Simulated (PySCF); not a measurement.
**Interval between two levels of Kr³⁺ by level of theory**

Kr³⁺ [Ar] 3d10 4s2 4p3 [4S3/2, M_J = 3/2] → Kr³⁺ [Ar] 3d10 4s1 4p3 5s1 [6S5/2, M_J = 5/2], as a difference of total energies. Calculation: PySCF 2.14, in x2c-SVPall-2c with one added diffuse shell each of s, p, d type (6s7p4d, 47 functions); the two-component X2C-1e Hamiltonian. Correlated levels: [Ne] frozen. "Screened" scales the spin-orbit matrix elements by Boettger's factors to mimic the two-electron term; Breit and QED terms are absent.

```
                    method  interval between two levels (cm⁻¹)
           GHF (spin-free)                              277930
          GMP2 (spin-free)                              286710
 GHF (screened spin-orbit)                              278150
GMP2 (screened spin-orbit)                              286920
```

The labels give the starting determinants; with spin-orbit coupling the two ends relaxed to ⟨J²⟩ = 3.75, ⟨L²⟩ = 0.04, ⟨S²⟩ = 3.71 and ⟨J²⟩ = 8.75, ⟨L²⟩ = 0.01, ⟨S²⟩ = 8.73.
